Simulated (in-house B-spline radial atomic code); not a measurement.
How numerical settings move a run on Rh II (Rh+), [Kr] 4d8. Computed with an all-electron radial atomic-structure program (B-spline basis): non-relativistic LDA exchange-only, spherical fractional occupations, point nucleus.

Command:
```bash
python run_scf.py task.json out
```
Settings of the sound reference run:
```
Z                45
electrons        44
configuration    [Kr] 4d8
hamiltonian      nr
method           lda,
spin_polarised   False
knot_spacing     0.22
spline_order     8
gauss_points     12
box_radius       35.29
max_iterations   70
damping          0.5
damped_steps     3
diis_vectors     10
tolerance        1e-08
start            Thomas-Fermi
```

Cost of the run: 0.15 s on 1 thread of Arm Neoverse V2 (shared host).

It converges in 10 iterations to -4678.838729 hartree, with 4d at -12.6897 eV. The other runs change the listed settings, some to values that make no sense; their results aren't properties of the atom or ion. Radii are in bohr (the nuclear one in fm), a minus after a letter asks for a j subshell, and «unchanged» means within 1e-8 hartree. The run stops when the residual is below 10 × tolerance × max(1, Z/10), or a noise floor if that is larger, and the energy moves by less than 1e-8 × √|E| hartree; so very loose and very tight tolerances often act alike.

| changed settings | outcome |
| --- | --- |
| gauss_points = 16 | converged in 10 iterations, energy unchanged |
| electrons = 47, configuration = [Kr] 4d11, max_iterations = 100 | stopped with error: shell 4d holds at most 10 electrons |
| box_radius = 1.41, max_iterations = 60, damping = 0.8, tolerance = 1e-05, start = bare nucleus | converged in 9 iterations, energy +4.13e+01 hartree from the reference, 4d level +1.6e+02 eV (the program warns: 4d has a positive eigenvalue: unbound, held by the box; 4s has a positive eigenvalue: unbound, held by the box) |
| damped_steps = 8 | converged in 14 iterations, energy unchanged, 4d level +3.2e-05 eV |
| spline_order = 3, max_iterations = 50, damped_steps = 1 | converged in 10 iterations, energy +1.33e-01 hartree from the reference, 4d level -4.8e-03 eV |
| gauss_points = 3, max_iterations = 50, tolerance = 1e-10 | converged in 10 iterations, energy -8.40e+05 hartree from the reference, 4d level +2.6e-01 eV |
| gauss_points = 4 | converged in 10 iterations, energy -5.89e-07 hartree from the reference |
| damped_steps = 0 | converged in 9 iterations, energy unchanged, 4d level +3.7e-05 eV |
| first_knot = 0.00667, max_iterations = 50, damped_steps = 30, diis_vectors = 2, tolerance = 0.01 | converged in 11 iterations, energy +1.61e-07 hartree from the reference, 4d level +1.8e-03 eV |
| gauss_points = 5 | converged in 10 iterations, energy -1.19e-08 hartree from the reference |
| knot_spacing = 2, gauss_points = 3, box_radius = 141.16, max_iterations = 50, diis_vectors = 2 | converged in 8 iterations, energy +2.07e+02 hartree from the reference, 4d level -1.6e+01 eV |
| diis_vectors = 1 | not converged after 70 iterations, last residual 8.1e-01, last energy +4.24e+01 hartree from the reference |

Q: What happens with diis_vectors = 4?

A: Converged in 10 iterations, energy unchanged, 4d level +2.7e-05 eV.

Q: What happens with hamiltonian = dirac, method = scan,scan, nucleus = fermi, rms_radius = 4.4945, mass_number = 103, atomic_mass = 102.9055, speed_of_light = 137.036?

A: Stopped with error: meta-GGAs are not served with the Dirac Hamiltonian.

Q: What happens with electrons = 47, configuration = [Kr] 4d8 5s3, max_iterations = 60?

A: Stopped with error: shell 5s holds at most 2 electrons.

Q: What happens with damped_steps = 1?

A: Converged in 10 iterations, energy unchanged, 4d level +3.2e-06 eV.
